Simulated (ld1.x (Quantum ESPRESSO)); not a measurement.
**Cutoff test, Cl (Z = 17), PAW**

ld1.x (Quantum ESPRESSO) 7.5 input, shortened:

```
&input
   title='Cl', zed=17., rel=0, dft='PBE', iswitch=3,
   config='[Ne] 3s2 3p5 3d-2'
 /
 &inputp
   pseudotype=3, lpaw=.true., tm=.true., lloc=-1, rcloc=1.05,
   nlcc=.true., new_core_ps=.true., rcore=1.00,
   which_augfun='PSQ', rmatch_augfun_nc=.true.
 /
6
3S  1  0   2.00   0.00  0.95  1.30  0.0
3S  1  0   0.00  -0.45  0.95  1.30  0.0
3P  2  1   5.00   0.00  1.35  1.65  0.0
3P  2  1   0.00  -0.30  1.35  1.65  0.0
3D  3  2  -2.00   0.30  1.45  1.80  0.0
3D  3  2  -2.00   1.65  1.45  1.80  0.0
 &test
   configts(1)='3s2 3p5'
 /
```

The pseudo-atom Hamiltonian at the reference potential is diagonalised in spherical Bessel functions j_l(qr) that vanish at 20 bohr, with q² up to the cutoff. All-electron valence levels (Ry): 3s -1.5089, 3p -0.6328.

Task: How do the lowest levels (Ry) of each channel move with the cutoff, and are there ghosts?

Result:

```tsv
cutoff (Ry)	s #1	s #2	p #1	d #1	f #1	f #2	Σ f·Δε (mRy)
8	-1.4773	-0.0226	-0.5247	0.0745	0.1188	0.2552	604.1
12	-1.4893	-0.0232	-0.5979	0.0744	0.1188	0.2552	214.1
18	-1.5046	-0.0240	-0.6269	0.0743	0.1188	0.2552	38.2
30	-1.5084	-0.0243	-0.6327	0.0742	0.1188	0.2552	1.7
40	-1.5086	-0.0243	-0.6328	0.0742	0.1188	0.2552	0.9
50	-1.5088	-0.0243	-0.6328	0.0742	0.1188	0.2552	0.4
400	-1.5089	-0.0243	-0.6328	0.0742	0.1188	0.2552	0.0
```

Result: no extra level below or beside the all-electron valence levels (s, p, d, f tested); 10 mRy is reached at 25 Ry and 1 mRy at 40 Ry.
